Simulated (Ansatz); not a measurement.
Two members of one family (Same ligands, another metal), computed with Ansatz in the gas phase; def2 core potentials for Nb, Ta, no spin–orbit coupling. The two geometries come from different levels. Binding counts from free atoms in the multiplicity of their measured ground term, without zero-point energy. A dash marks a value that wasn't run or was left out as unsound. The structures are stationary points that may keep the symmetry of their start. Remarks come from the PBE and PBE0 runs and from stability tests at other levels; not every state was tested. A HOMO above zero means that the electron is unbound at that level and held by the basis, or that self-interaction error raises the level; the energy of removing that electron tells which. HOMO above LUMO (over both spins in singlets and doublets, within one spin in higher multiplets; at PBE or PBE0), or a gap under 0.15 eV within one spin, warns that the state may not be the lowest or that an electron is smeared out.

First: NbSF3 (singlet, charge 0, PBE-D4/def2-SVP geometry).

Cartesian coordinates in Å:
```
Nb 0.073 -0.042 -0.033
S -1.669 0.955 0.748
F -0.478 -1.120 -1.450
F 0.808 -1.063 1.344
F 1.266 1.269 -0.609
```

```
             level  HOMO (eV)  LUMO (eV)  gap (eV)  vertical EA (eV)  binding per atom (eV)
 PBE-D4/def2-TZVPD      -7.33      -3.68      3.65              0.60                   5.04
  B97M-V/def2-TZVP      -7.64      -3.59      4.05                 –                   4.81
  PBE0-D4/def2-SVP      -8.58      -2.92      5.66                 –                   4.75
PBE0-D4/def2-TZVPD      -8.57      -2.96      5.61              1.01                   4.68
BHLYP-D4/def2-TZVP      -9.65      -2.09      7.56                 –                   4.35
```

Metal–donor distances: 1 × S 2.15 Å, 3 × F 1.86 Å. Remarks: HOMO above zero (-1 doublet), gap within one spin near zero at PBE or PBE0 (-1 doublet).

Second: TaSF3 (singlet, charge 0, PBE0-D4/def2-SVP geometry).

```tsv
atom	x (Å)	y (Å)	z (Å)
Ta1	-0.025	-0.043	-0.079
S2	0.550	0.933	1.747
F3	-1.700	-0.815	0.202
F4	1.266	-1.336	-0.455
F5	-0.091	1.260	-1.415
```

Task: What does the change do? Estimate second minus first.

Result: 
```
             level  Δ HOMO (eV)  Δ LUMO (eV)  Δ gap (eV)  Δ vertical EA (eV)  Δ binding per atom (eV)
 PBE-D4/def2-TZVPD         0.16         0.66        0.50               -0.55                     0.22
  B97M-V/def2-TZVP         0.19         0.77        0.58                   –                     0.28
  PBE0-D4/def2-SVP         0.16         0.67        0.51                   –                     0.22
PBE0-D4/def2-TZVPD         0.18         0.72        0.54               -0.74                     0.29
BHLYP-D4/def2-TZVP         0.23         0.82        0.59                   –                     0.25
```

Metal–donor distances: 1 × S 2.15 Å, 3 × F 1.87 Å. Remarks: HOMO above zero (-1 doublet), gap within one spin near zero at PBE or PBE0 (-1 doublet).
